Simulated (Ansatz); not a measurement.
Reactions of `FCOC(F)F`.

Isolated molecules relaxed with PBE0-D4/def2-TZVP in Ansatz; ΔE leaves out vibrations. CBS: MP2 limit from def2 TZ/QZ plus the TZ coupled-cluster correction, frozen cores. This one scheme is used for every species. DFT in def2-TZVPP. For Ga, Ge outer-core shells are correlated without core-valence functions, which leaves a few kJ/mol of doubt a bond. Scalar relativity is left out up to krypton. One conformer a species, not always the lowest.

```
                                                  reaction  CCSD(T)/CBS(def2) (eV)
`FCOC(F)F` + `[NH2][GaH2]` → `[NH2][GaH][CH2]F` + `OC(F)F`                   -0.30
              `FCOC(F)F` + GeH₄ → `F[CH](F)[GeH3]` + `OCF`                       ?
           `FCOC(F)F` + `N[SiH3]` → `FC(F)N[SiH3]` + `OCF`                   -0.06
               `FCOC(F)F` + `CC=N` → `C/C=N/CF` + `OC(F)F`                   -0.23
```

Q: Fill in the missing values. (An estimate is asked.)

A: Computed: `FCOC(F)F` + GeH₄ → `F[CH](F)[GeH3]` + `OCF`: +0.15 eV.

Largest T1 diagnostic: 0.014, for `[NH2][GaH2]`.
